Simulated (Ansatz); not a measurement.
Consider the atomization: `[CH3][Al]([SiH3])[BH]O` → Al• + B• + C• + 8 H• + O• + Si•.

Isolated molecules relaxed with PBE0-D4/def2-TZVP in Ansatz; ΔE leaves out vibrations. CBS: MP2 limit from def2 TZ/QZ plus the TZ coupled-cluster correction, frozen cores. This one scheme is used for every species, atoms too. Functionals use def2-TZVPP. Open shells (•) are unrestricted, without spin–orbit coupling. Spin–orbit coupling would lower the free atoms: a little for Al, B, C, O, Si. Each species was taken in one conformer, which may not be the lowest.

```tsv
level	ΔE (kJ/mol)
r2SCAN-D4	4383.6
r2SCANh	4355.9
```

Q: What does CCSD(T)/CBS give? (Estimate.)

A: Ansatz gave: +4364.9 kJ/mol. The listed levels differ from it by 18.7, -9.0 kJ/mol.

Largest T1 diagnostic among the species: 0.018.

From r2SCAN to r2SCAN0 (25 % exact exchange), in def2-TZVPP and without D4, ΔE moves by −52.1 kJ/mol: exact exchange takes away binding that semilocal exchange gives to molecules. Leaving LDA and LC-ωPBE aside and taking each functional with its dispersion term where it has one, the values, not all of them listed here, spread over 119.8 kJ/mol, from BHLYP-D4 to PBE-D4. LDA lies +527.5 kJ/mol from PBE without D4, its usual overbinding. At CCSD(T), def2-SVP lies −230.2 kJ/mol from the extrapolated value and def2-TZVPP −103.3 kJ/mol: correlation converges slowly with the basis, and small sets miss more of it in the bonded molecule than in its fragments.

For atomizations the MP2-based limit and the directly extrapolated one differ by several kJ/mol either way, and by 10 to 25 for some Ge, Se and Sn compounds, so smaller differences from it don't rank the levels.
